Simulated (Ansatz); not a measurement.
Consider the ligand exchange at a Ge–C bond: `C[SiH2][CH2][GeH3]` + `C=N` → `C=[N][GeH3]` + `C[SiH2]C`.

Program: Ansatz. Geometries: PBE0-D4/def2-TZVP. ΔE: electronic, gas phase. CCSD(T)/CBS adds triple-zeta CCSD(T) − MP2 to the extrapolated MP2 energy (def2 sets, frozen cores). This one scheme is used for every species. DFT in def2-TZVPP. For Ge outer-core shells are correlated without core-valence functions, which leaves a few kJ/mol of doubt a bond. Scalar relativity is left out up to krypton. One conformer a species, not always the lowest.

```csv
species,PBE0-D4 energy (Eh)
`C[SiH2][CH2][GeH3]`,-2448.29173
`C=N`,-94.55263
`C=[N][GeH3]`,-2172.49436
`C[SiH2]C`,-370.35200
```

(1) Work out ΔE.

Largest T1 diagnostic among the species: 0.013.

Answers

(1) ΔE = (-2172.49436) + (-370.35200) − (-2448.29173) − (-94.55263) = -0.00200 Eh = -5.3 kJ/mol. CCSD(T)/CBS gives -3.3 kJ/mol.

The D4 term adds +5.7 kJ/mol with B3LYP and +3.4 kJ/mol with PBE0; it sums over pairs of atoms, weighted by their polarisabilities, and B3LYP, whose exchange is more repulsive, gets the larger term. In def2-TZVPP, CCSD(T) changes the Hartree–Fock value by +13.4 kJ/mol (the triples alone add +0.5 kJ/mol) and MP2 by +11.8 kJ/mol.

B3LYP here is the variant with VWN-RPA as its local correlation; programs differ in this.
